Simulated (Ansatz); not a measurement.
Consider the cleavage of the Si–Si bond: `FCN[SiH2][SiH3]` + HCl → `FCN[SiH2]Cl` + SiH₄.

Calculated with Ansatz (gas phase, PBE0-D4/def2-TZVP geometries, no zero-point term in ΔE). CCSD(T)/CBS adds triple-zeta CCSD(T) − MP2 to the extrapolated MP2 energy (def2 sets, frozen cores). This one scheme is used for every species. DFT in def2-TZVPP. B3LYP here is the variant with VWN-RPA as its local correlation; programs differ in this. One conformer a species, not always the lowest.

`FCN[SiH2][SiH3]`:

Cartesian coordinates in Å:
```
F -2.134 -0.458 0.201
C -1.292 -0.744 1.290
N 0.012 -1.076 0.894
Si 1.128 0.116 0.281
Si 0.492 1.089 -1.758
H -1.768 -1.568 1.827
H -1.286 0.157 1.909
H 0.097 -2.014 0.533
H 2.433 -0.581 0.129
H 1.243 1.176 1.321
H 1.582 1.967 -2.268
H -0.737 1.909 -1.588
H 0.230 0.029 -2.769
```

HCl:

Cartesian coordinates in Å:
```
Cl -0.289 0.538 0.189
H 0.289 -0.538 -0.189
```

`FCN[SiH2]Cl`:

Cartesian coordinates in Å:
```
F 0.178 -1.656 -1.656
C 0.787 -0.977 -0.604
N -0.160 -0.507 0.328
Si -0.743 1.097 0.419
Cl 0.351 2.281 1.707
H 1.487 -1.684 -0.152
H 1.336 -0.141 -1.044
H -0.498 -1.202 0.974
H -0.615 1.711 -0.919
H -2.122 1.077 0.947
```

SiH₄:

```xyz
5

Si    0.000    0.000    0.000
H    -0.398   -0.681   -1.257
H    -0.240    1.459   -0.130
H     1.441   -0.243    0.259
H    -0.803   -0.535    1.128
```

```json
{"level": "PBE-D4", "ΔE (kJ/mol)": "-94.0", "difference from CCSD(T)/CBS": "16.6"}
{"level": "B3LYP-D4", "ΔE (kJ/mol)": "-108.5", "difference from CCSD(T)/CBS": "2.1"}
{"level": "ωB97X-V", "ΔE (kJ/mol)": "-109.5", "difference from CCSD(T)/CBS": "1.1"}
{"level": "PBE", "ΔE (kJ/mol)": "-96.9", "difference from CCSD(T)/CBS": "13.7"}
{"level": "B3LYP", "ΔE (kJ/mol)": "-113.0", "difference from CCSD(T)/CBS": "-2.4"}
{"level": "HF/def2-TZVPP", "ΔE (kJ/mol)": "-131.3", "difference from CCSD(T)/CBS": "-20.7"}
{"level": "MP2/def2-TZVPP", "ΔE (kJ/mol)": "-117.9", "difference from CCSD(T)/CBS": "-7.3"}
{"level": "SCS-MP2/def2-TZVPP", "ΔE (kJ/mol)": "-118.9", "difference from CCSD(T)/CBS": "-8.3"}
{"level": "CCSD/def2-TZVPP", "ΔE (kJ/mol)": "-110.1", "difference from CCSD(T)/CBS": "0.5"}
{"level": "CCSD(T)/def2-TZVPP", "ΔE (kJ/mol)": "-107.7", "difference from CCSD(T)/CBS": "2.9"}
{"level": "HF/def2-QZVPP", "ΔE (kJ/mol)": "-132.3", "difference from CCSD(T)/CBS": "-21.7"}
{"level": "MP2/def2-QZVPP", "ΔE (kJ/mol)": "-119.9", "difference from CCSD(T)/CBS": "-9.3"}
{"level": "SCS-MP2/def2-QZVPP", "ΔE (kJ/mol)": "-120.9", "difference from CCSD(T)/CBS": "-10.3"}
{"level": "HF/CBS(def2)", "ΔE (kJ/mol)": "-132.4", "difference from CCSD(T)/CBS": "-21.8"}
{"level": "MP2/CBS(def2)", "ΔE (kJ/mol)": "-120.8", "difference from CCSD(T)/CBS": "-10.2"}
{"level": "CCSD/CBS(def2)", "ΔE (kJ/mol)": "-113.0", "difference from CCSD(T)/CBS": "-2.4"}
{"level": "CCSD(T)/CBS", "ΔE (kJ/mol)": "-110.6", "difference from CCSD(T)/CBS": "0"}
```

Largest T1 diagnostic among the species: 0.012.

The D4 term adds +4.5 kJ/mol with B3LYP and +2.8 kJ/mol with PBE0; it sums over pairs of atoms, weighted by their polarisabilities, and B3LYP, whose exchange is more repulsive, gets the larger term. In def2-TZVPP, CCSD(T) changes the Hartree–Fock value by +23.5 kJ/mol (the triples alone add +2.4 kJ/mol) and MP2 by +13.3 kJ/mol. From PBE to PBE0 (25 % exact exchange), in def2-TZVPP and without D4, ΔE moves by −6.3 kJ/mol.
